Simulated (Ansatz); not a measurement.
This geometry of AlBH6O2 (10 atoms, charge 0, multiplicity 1) is a first-order saddle point.

Method: RKS PBE0/6-31G* (Ansatz).

```xyz
10
Properties=species:S:1:pos:R:3
B -0.165 0.493 0.249
O -0.342 -0.879 0.970
H -1.277 -1.126 0.974
H 0.808 0.491 -0.460
H -1.206 0.891 -0.216
O 0.128 1.140 1.640
Al 1.097 2.415 2.293
H 1.394 2.311 3.846
H 1.572 3.574 1.325
H -0.107 -0.016 1.845
```

Problem. Which two structures does it join? (They come from a converged band through this point; their orientation in space is the band's.)

Solution. Bonds broken: H4–Al7, O6–H10. Bonds formed: O2–H10.

First end point:

```xyz
10
Properties=species:S:1:pos:R:3
B -0.193 0.458 0.616
O -0.487 -0.734 1.285
H -0.633 -1.457 0.666
H 1.173 0.709 0.652
H -0.455 0.605 -0.550
O -0.672 1.625 1.492
Al 1.143 2.012 1.787
H 1.587 1.496 3.221
H 1.612 3.344 1.069
H -1.173 1.235 2.227
```

Last end point:

```xyz
10
Properties=species:S:1:pos:R:3
B 0.120 0.476 0.343
O -0.858 -0.841 1.030
H -1.687 -0.408 1.288
H 1.045 -0.174 -0.088
H -0.685 0.903 -0.458
O 0.360 1.251 1.490
Al 1.118 2.627 2.119
H 0.965 2.839 3.688
H 1.920 3.636 1.187
H -0.396 -1.013 1.867
```

Problem. How far does it lie above each of them?

Solution. 29.7 kcal/mol above the first and 12.8 kcal/mol above the second. This is the barrier of this one path; another mechanism may lie lower. The orbitals stay closed-shell, which can raise the energy where a bond breaks towards radicals; this wasn't checked here.

Run time: 14 min on 1 thread of Arm Neoverse V2 (shared host), peak memory 0.15 GiB.
